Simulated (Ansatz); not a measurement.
Frontier orbitals of `[NH2][Ge]([F])([F])[Cl]`.

```xyz
7

N    -0.092    0.770    0.911
Ge   -0.022   -0.474   -0.374
F    -0.001   -2.022    0.353
F     1.409   -0.466   -1.326
Cl   -1.662   -0.308   -1.686
H    -0.342    1.696    0.597
H     0.710    0.804    1.525
```

Total charge 0; spin multiplicity 1. Correlated methods include outer-core shells of Ge, which these sets cover unevenly. Scalar relativity is left out up to krypton. All single points use the PBE0-D4/def2-TZVP geometry. It is one conformer, not always the lowest. Basis def2-TZVPP, the Gaussian-basis code of Ansatz.

| functional | HOMO (eV) | LUMO (eV) | gap (eV) |
| --- | --- | --- | --- |
| PBE | -7.31 | -1.86 | 5.45 |
| revPBE | -7.23 | -1.73 | 5.50 |
| r2SCAN | -7.69 | -1.49 | 6.20 |
| B97M-V | -7.76 | -1.51 | 6.25 |
| PBE0 | -8.89 | -0.80 | 8.09 |
| B3LYP | -8.62 | -1.18 | 7.44 |
| ωB97M-V | -11.31 | 1.13 | 12.44 |

From PBE to PBE0 the HOMO moves by −1.59 eV and the LUMO by +1.06 eV, and with ωB97M-V by −4.00 and +3.00 eV, so the gap grows from 5.44 to 12.44 eV with exact exchange. A positive LUMO is unbound and depends on the basis.

B3LYP here is the variant with VWN-RPA as its local correlation; programs differ in this.
